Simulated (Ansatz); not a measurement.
One change: `N[SiH](O)BO` becomes `N[SiH](O)Cl`.

Ansatz, PBE0-D4/def2-TZVP geometries, multiplicity 1. Each molecule was computed in one conformer, which needn't be the lowest.

| property | `N[SiH](O)BO` |
| --- | --- |
| HOMO–LUMO gap (PBE0/def2-TZVPP) / eV | 6.33 |
| HOMO energy (PBE0/def2-TZVPP) / eV | -7.32 |
| LUMO energy (PBE/def2-TZVPP) / eV | -1.94 |
| HOMO energy (B3LYP/def2-TZVPP) / eV | -7.10 |
| HOMO energy (PBE/def2-TZVPP) / eV | -5.92 |
| HOMO energy (ωB97M-V/def2-TZVPP) / eV | -9.58 |

(1) Give the same properties after the change, and the shifts. (Best estimate.)

## Answers

(1) Ansatz gave: 
| property | `N[SiH](O)Cl` | shift |
| --- | --- | --- |
| HOMO–LUMO gap (PBE0/def2-TZVPP) / eV | 8.71 | 2.38 |
| HOMO energy (PBE0/def2-TZVPP) / eV | -7.98 | -0.66 |
| LUMO energy (PBE/def2-TZVPP) / eV | -0.13 | 1.81 |
| HOMO energy (B3LYP/def2-TZVPP) / eV | -7.73 | -0.63 |
| HOMO energy (PBE/def2-TZVPP) / eV | -6.50 | -0.58 |
| HOMO energy (ωB97M-V/def2-TZVPP) / eV | -10.37 | -0.79 |

With PBE0 the HOMO falls by 0.66 eV and the LUMO rises by 1.71 eV, so the gap widens by about 2.37 eV. PBE moves the HOMO by -0.58 eV and ωB97M-V by -0.79 eV.

B3LYP here is the variant with VWN-RPA as its local correlation; programs differ in this.
